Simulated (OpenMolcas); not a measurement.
# Ru4+: moving or changing the point charges

Ru4+ among 5 point charges of -2 e arranged as a trigonal bipyramid (D3h), 1.99 Å from the ion, with the axial distance 2.169 Å.

| Property | Result |
| --- | --- |
| Program | OpenMolcas |
| Method | SS-CASPT2, IPEA 0.25 Eh, imaginary shift 0.1 Eh (closed shells correlated: 4s 4p) |
| Basis | ANO-RCC-VDZP [6s5p3d1f] |
| Scalar Hamiltonian | DKH2, point nucleus |
| Active space | 4 electrons in 5 orbitals (4d) |
| State averaging | 2S+1 = 5 even, 5 roots; 2S+1 = 3 even, 45 roots; 2S+1 = 1 even, 50 roots |
| Spin-orbit coupling | RASSI with atomic mean-field integrals over the reference wave functions |

Runs around this geometry, states (labels of D3, the rotations of D3h). Energies in cm-1 above the lowest state or level, χT in cm3 K/mol.

| R (Å) | q (e) | Axial / equatorial distance | Ground state | First state of that spin | First gap with spin-orbit (degeneracies) | χT at 300 K | First state of another spin |
| --- | --- | --- | --- | --- | --- | --- | --- |
| 1.99 | -1.3 | 1.09 | 5A1 | 5E 2200 | 210 (1, 2) | 1.518 | 3A2 18350 |
| 1.88 | -2 | 1.09 | 5A1 | 5E 4770 | 110 (1, 2) | 2.251 | 3A2 17290 |
| 1.99 | -2 | 1.09 | 5A1 | 5E 3590 | 130 (1, 2) | 2.025 | 3A2 17820 |
| 2.1 | -2 | 1.09 | 5A1 | 5E 2750 | 170 (1, 2) | 1.747 | 3A2 18200 |
| 1.99 | -2 | 1.18 | 5E | 5A1 11 | 130 (1, 1) | 0.896 | 3A2 16390 |

Taking the first state of the same spin as R^-n, n = -ln(2750 / 4770) / ln(2.1 / 1.88) = 5.0 between the shortest and longest distance.

Scaling the charges by -1.3 / -2 = 0.65 scales the first state of the same spin by 2200 / 3590 = 0.61; with fixed orbitals a first-order splitting would follow the charge.

The ground state changes within this set.

Roots that are degenerate in the reference are averaged as groups; the widest CASPT2 spread within a group is 220 cm-1 (the 2-fold group of multiplicity 5 near 4770 cm-1 above the lowest state of its run, R = 1.88, q = -2, ratio = 1.09). Shifts and gaps below about the spread of the groups concerned are not significant. Point charges give a weaker field than real ligands, and real ions of this kind are as a rule low spin; the high spin found here belongs to the model. Free-ion shares, where given, are those of the reference states; single-state CASPT2 does not remix them. The ground term spreads over less than 5000 cm-1, several times less than with real ligands, so orbital moments are less quenched and χT lies further from the spin-only value than at real sites (holds for R = 1.99, q = -1.3, ratio = 1.09; R = 2.1, q = -2, ratio = 1.09; R = 1.99, q = -2, ratio = 1.18). An orbital doublet at a regular site is open to a Jahn-Teller distortion, which this geometry leaves out (holds for R = 1.99, q = -2, ratio = 1.18). Point charges carry no covalency, so the field is a model and not that of real ligands. No measured value stands beside these numbers.
